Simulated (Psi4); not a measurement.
hydrogen bromide (HBr), singlet, geometry from GFN2-xTB. Base run: B3LYP/6-31G* (Psi4).

Geometry (Å):
```xyz
2

Br     0.0000     0.0000    -0.0389
H      0.0000     0.0000     1.3627
```
Charge 0, spin multiplicity 1.
All else is at Psi4's defaults (density fitting, Cartesian functions).
Base energy -2574.34693 Eh.

Variants of this job, named by their change:

| change | ΔE vs base (mEh) | SCF cycles | grid points | basis functions |
|---|---|---|---|---|
| base | 0.000 | 7 | 42447 | 37 |
| dft_radial_points = 99 | -0.028 | 7 | 55625 | 37 |
| dft_radial_points = 35 | (withheld) | 7 | 20008 | 37 |
| scf_type = pk | -134.3 | 7 | 42447 | 37 |
| dft_radial_points = 50 | -0.207 | 7 | 28650 | 37 |
| scf_type = direct | -134.3 | 13 | 42447 | 37 |
| scf_initial_accelerator = none | 0.000 | 7 | 42447 | 37 |
| df_basis_scf = cc-pvtz-jkfit | -134.3 | 7 | 42447 | 37 |
| diis_max_vecs = 15 | 0.000 | 7 | 42447 | 37 |
| cholesky_tolerance = 1e-3 (with scf_type cd) | (withheld) | 7 | 42447 | 37 |
| scf_type = dfdirj+link | -134.3 | 7 | 42447 | 37 |
| soscf = true | 0.000 | 6 | 42447 | 37 |
| damping_percentage = 50 | 0.001 | 55 | 42447 | 37 |

Task: Fill in the missing entries.

Result: 
- dft_radial_points = 35, ΔE vs base (mEh): -29.878
- cholesky_tolerance = 1e-3 (with scf_type cd), ΔE vs base (mEh): -132.3
